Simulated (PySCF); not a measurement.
**`CC(=O)[C@H]1[C@@H](N)[C@@H]1F`, C5H8FNO**

Geometry:
```csv
atom,x (Å),y (Å),z (Å)
C1,2.378,-0.367,0.254
C2,1.076,0.263,-0.158
O3,0.989,1.407,-0.546
C4,-0.106,-0.626,-0.052
C5,-1.440,-0.047,0.417
N6,-1.510,1.282,0.914
C7,-1.244,-0.385,-1.025
F8,-1.864,-1.481,-1.541
H9,2.573,-1.243,-0.362
H10,2.310,-0.690,1.290
H11,3.191,0.346,0.144
H12,0.092,-1.654,0.221
H13,-2.060,-0.735,0.983
H14,-0.831,1.875,0.443
H15,-2.435,1.673,0.781
H16,-1.124,0.390,-1.773
```

Computed with PySCF, TDDFT PBE0/def2-SVPD circular dichroism and optical rotation, one conformer, gas phase. Geometry: GFN2-xTB.

The molecule is flexible and this is one conformer; a measurement averages over conformers. States above about 6.8 eV lie in this functional's continuum (it starts at minus the energy of the highest occupied orbital, well below the true ionisation energy for most functionals) and depend on the basis.

Stereocentres: C4 R, C5 R, C7 R.

(1) What is the specific rotation at 633, 589.3, 546, 436, 405, 365, 355 nm?

(2) And for the mirror image at 589.3 nm?

(3) What is the molar rotation [Φ] = [α]·M/100 of the geometry above at 589.3 nm?

Answers

(1) [α] in deg dm⁻¹ (g/mL)⁻¹:
| λ (nm) | origin-invariant length gauge | modified velocity gauge | length gauge (centre of mass) | isotropic polarisability (au) |
| --- | --- | --- | --- | --- |
| 633 | +61.5 | +56.9 | +63.2 | 71.3 |
| 589.3 | +74.2 | +68.7 | +76.2 | 71.6 |
| 546 | +91.6 | +85.0 | +94.0 | 71.9 |
| 436 | +184.9 | +172.6 | +189.2 | 73.1 |
| 405 | +242.6 | +227.1 | +247.8 | 73.7 |
| 365 | +377.7 | +355.2 | +384.8 | 74.8 |
| 355 | +432.4 | +407.2 | +440.2 | 75.1 |

(2) -74.2 deg dm⁻¹ (g/mL)⁻¹ (origin-invariant length gauge): the same size and the opposite sign.

(3) With M = 117.12 g/mol, +86.9 deg cm² dmol⁻¹ (origin-invariant length gauge).

The first excitation lies at 4.55 eV (272 nm) with R = +3.1 × 10⁻⁴⁰ esu² cm² (velocity form).
